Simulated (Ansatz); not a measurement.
Basis-set series for CH$_{4}$AlFO. Total charge 0; spin multiplicity 1. The bonds changed during the relaxation, so this is another structure than the one it started from. Geometry: relaxed with PBE0-D4/def2-TZVP. It is one conformer, not always the lowest.

```xyz
8

O     0.493    0.954   -0.148
C     0.711   -0.535   -0.413
Al   -1.095   -0.125    0.136
F    -1.360   -0.223    1.773
H     1.039    1.264    0.580
H     1.429   -0.925    0.307
H     1.089   -0.624   -1.428
H    -2.305    0.214   -0.807
```

| functional | basis | functions | energy (Eh) | HOMO (eV) | LUMO (eV) |
| --- | --- | --- | --- | --- | --- |
| PBE0-D4 | def2-SVP | 80 | -457.48250 | -7.56 | 0.37 |
| PBE0-D4 | def2-QZVPP | 361 | -457.85498 | -7.64 | -0.38 |
| ωB97M-V | def2-SVP | 80 | -457.72983 | -9.83 | 2.09 |
| ωB97M-V | def2-QZVPP | 361 | -458.10787 | -9.94 | 0.81 |

**Question.** Give the rows for def2-TZVPP. (Best estimate.)

**Answer.** Ansatz gave: 
```tsv
functional	basis	functions	energy (Eh)	HOMO (eV)	LUMO (eV)
PBE0-D4	def2-TZVPP	191	-457.83446	-7.62	-0.08
ωB97M-V	def2-TZVPP	191	-458.08833	-9.91	1.47
```

Positive LUMOs are unbound and depend on the basis.
